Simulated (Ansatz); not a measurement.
Ansatz (an electronic-structure program) input (CCSD(T)/def2-SVPD):

Ansatz 0.2 input:
```yaml
crystal:
  periodic: [false, false, false]
  atoms:
    - {symbol: Sb, position_ang: [-0.00000000, -0.00000000, -0.03312522]}
    - {symbol: H, position_ang: [0.00000000, 0.00000000, 1.68938604]}
basis:
  gaussian:
    orbitals: def2-SVPD
magnetization: {spin_polarized: true, initial_magnetization: 2}
correlation: {method: ccsd_t, electrons: outside_noble_gas}
```

Output:

```
Functional definition: HF
integrals: 0.02 GiB planned
494 factors; integrals over basis functions are off by at most 3.6e-4 eV
mean field: 0.09 GiB planned
mean field evaluation 1: about -6525.7965 eV, gradient 4.6e0 eV
mean field evaluation 2: about -6525.8024 eV, gradient 4.6e0 eV
mean field evaluation 4: about -6526.1060 eV, gradient 4.9e-1 eV
mean field evaluation 8: about -6526.1101 eV, gradient 1.7e-3 eV
mean field evaluation 16: about -6526.1056 eV, gradient 5.1e-1 eV
mean field -6526.11011004 eV, -239.8301229875 hartree, gradient 2.3e-6 eV, S^2 2.019858; 0 other end points of the search recorded, 0 dependent functions left out
9 core orbitals not correlated
reference -6526.11011004 eV, -239.8301229875 hartree; 4, 2 occupied and 27, 29 virtual orbitals, 494 factors
second order -1.83585949 eV of doubles, -0.00000000 eV of singles
coupled cluster: 0.07 GiB planned
cycle   1  -2.20670601 eV  change   -3.7e-1 eV  update   5.3e-2
cycle   2  -2.35294968 eV  change   -1.5e-1 eV  update   2.1e-2
cycle   3  -2.36125604 eV  change   -8.3e-3 eV  update   5.6e-3
cycle   4  -2.36202904 eV  change   -7.7e-4 eV  update   1.3e-3
cycle   5  -2.36197160 eV  change    5.7e-5 eV  update   5.1e-4
cycle   6  -2.36191369 eV  change    5.8e-5 eV  update   1.9e-4
cycle   7  -2.36200907 eV  change   -9.5e-5 eV  update   7.2e-5
cycle   8  -2.36199421 eV  change    1.5e-5 eV  update   2.8e-5
cycle   9  -2.36198624 eV  change    8.0e-6 eV  update   1.2e-5
cycle  10  -2.36199116 eV  change   -4.9e-6 eV  update   3.5e-6
perturbative correction -0.05155157 eV, -0.0018944851 hartree
Total energy: -6528.52365277 eV, -239.9188190469 hartree
```
